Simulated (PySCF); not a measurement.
Another site gives an ion 62167.43 eV lower (`O=C[SeH]`) at the level PBE-D3(BJ)/def2-TZVP // TPSSh-D3(BJ)/def2-TZVP (PySCF).

Excitations are Tamm–Dancoff values on a coarser integration grid. The basis has no diffuse functions, so Rydberg states are missing or too high.

Cartesian coordinates (Å):
```xyz
11

O      2.6570    -0.0491     0.2191
C      1.5410     0.0383    -0.2385
C      0.2941    -0.1002     0.5305
C     -0.8946     0.7375     0.0849
C     -0.8965    -0.7222    -0.1830
H      1.3853     0.2385    -1.3245
H      0.4155    -0.2945     1.5883
H     -0.7371     1.4106    -0.7493
H     -1.5256     1.1282     0.8719
H     -1.5287    -1.3656     0.4141
H     -0.7399    -1.0555    -1.2019
```
Charge 0, spin multiplicity 1.

Give the HOMO–LUMO gap, T1 excitation (TDA), total energy, S1 excitation (TDA) and S1–T1 gap (TDA) at the level PySCF with TPSSh-D3(BJ)/def2-TZVP.


```
Property                    Value
-------------------  ------------
HOMO–LUMO gap             5.38 eV
T1 excitation (TDA)       3.85 eV
total energy         -231.3320 Ha
S1 excitation (TDA)       4.50 eV
S1–T1 gap (TDA)           0.65 eV
```
